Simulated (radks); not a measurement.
Task: All-electron atom: Ar IV in [Ne] 3s2 3p3 (the NIST ground configuration). Method: Dirac Kohn-Sham, LDA (Slater exchange, Perdew-Wang correlation), spin-unpolarised, spherical densities, finite nucleus; open shells are shared between the two j in proportion to 2j + 1; Fermi nuclear charge, rms radius 3.4274 fm; computed with a radial shooting solver on a logarithmic mesh with Libxc functionals. Some entries of the table are withheld. Estimate them.

| orbital | occ. | eigenvalue (hartree) | <r> (bohr) |
|---|---|---|---|
| 1s1/2 | 2 | (1) | 0.08594 |
| 2s1/2 | 2 | (2) | (3) |
| 2p1/2 | 2 | (4) | (5) |
| 2p3/2 | 4 | (6) | (7) |
| 3s1/2 | 2 | (8) | 1.291 |
| 3p1/2 | 1 | -1.84410 | 1.391 |
| 3p3/2 | 2 | -1.83477 | 1.397 |

Result: 
(1) 1s1/2 eigenvalue (hartree): -116.1187
(2) 2s1/2 eigenvalue (hartree): -12.63944
(3) 2s1/2 <r> (bohr): 0.4147
(4) 2p1/2 eigenvalue (hartree): -10.27355
(5) 2p1/2 <r> (bohr): 0.3746
(6) 2p3/2 eigenvalue (hartree): -10.19118
(7) 2p3/2 <r> (bohr): 0.3770
(8) 3s1/2 eigenvalue (hartree): -2.40668
